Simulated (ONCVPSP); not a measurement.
## An all-electron radial function and its pseudo partner (V)

Columns: radius, all-electron u(r) and pseudo u(r) of the 3s shell (level -69.83 eV) of vanadium in the configuration [Ne] 3s2 3p6 3d3 4s2; LDA (Perdew-Wang 92), scalar-relativistic, ONCV scheme, ONCVPSP 4.0.1.

```csv
r (bohr),all-electron,pseudo
0.090,-0.0251,0.1688
0.180,-0.5692,0.3345
0.270,-0.4990,0.4933
0.360,-0.1015,0.6408
0.450,0.3483,0.7718
0.540,0.7170,0.8812
0.630,0.9656,0.9643
0.720,1.0998,1.0173
0.810,1.1432,1.0385
0.900,1.1218,1.0284
0.990,1.0587,0.9902
1.080,0.9717,0.9293
1.170,0.8738,0.8519
1.260,0.7735,0.7647
1.350,0.6764,0.6740
1.440,0.5858,0.5855
1.530,0.5034,0.5033
1.620,0.4299,0.4298
1.710,0.3651,0.3651
1.800,0.3088,0.3087
1.890,0.2602,0.2601
1.980,0.2185,0.2185
2.070,0.1831,0.1830
2.160,0.1530,0.1530
2.250,0.1276,0.1276
2.340,0.1063,0.1062
```

Task: How many radial nodes do the two functions have?

Result: The all-electron 3s function has n − l − 1 = 2 (the table is too coarse to show those close to the nucleus); the pseudo-wave has 0, since the states of the same l below it are removed with the core.

Task: At about which radius was the pseudo-wave matched?

Result: 1.55 bohr. The columns agree to 0.0005 from 1.44 bohr on; several derivatives are matched, so the curves merge somewhat inside the radius.

Task: Where does each function peak?

Result: Outermost all-electron maximum near 0.81 bohr, pseudo maximum near 0.81 bohr (to the table’s step).

Task: Is the pseudo-wave norm-conserving?

Result: Yes: the ONCV scheme keeps the norm inside the radius equal to the all-electron one, which fixes the energy derivative of the logarithmic derivative at the level.
